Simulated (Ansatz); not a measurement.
Start from `O[AsH][SiH3]` and change one atom or group to get `N[AsH][SiH3]`.

Ansatz, PBE0-D4/def2-TZVP geometries, multiplicity 1. Each molecule was computed in one conformer, which needn't be the lowest.

Scalar relativity is left out up to krypton.

```
                                      property  `O[AsH][SiH3]`
size of the dipole moment (PBE/def2-TZVPP) / D            0.98
            HOMO energy (PBE0/def2-TZVPP) / eV           -7.20
            LUMO energy (PBE0/def2-TZVPP) / eV           -0.82
         LUMO energy (ωB97M-V/def2-TZVPP) / eV            1.05
          HOMO–LUMO gap (PBE0/def2-TZVPP) / eV            6.38
       HOMO–LUMO gap (ωB97M-V/def2-TZVPP) / eV           10.33
```

(1) Give the same properties after the change, and the shifts. (Best estimate.)

Results:

(1) Ansatz gave: 
```
                                      property  `N[AsH][SiH3]`  shift
size of the dipole moment (PBE/def2-TZVPP) / D            1.32   0.34
            HOMO energy (PBE0/def2-TZVPP) / eV           -7.13   0.07
            LUMO energy (PBE0/def2-TZVPP) / eV           -0.33   0.49
         LUMO energy (ωB97M-V/def2-TZVPP) / eV            1.41   0.36
          HOMO–LUMO gap (PBE0/def2-TZVPP) / eV            6.79   0.41
       HOMO–LUMO gap (ωB97M-V/def2-TZVPP) / eV           10.63   0.30
```

With PBE0 the HOMO rises by 0.07 eV and the LUMO rises by 0.49 eV, so the gap widens by about 0.42 eV. PBE moves the HOMO by 0.14 eV and ωB97M-V by 0.06 eV. The zero-point energy changes by 32.9 kJ/mol with +3 modes. Dipoles are sizes alone; their direction can turn.
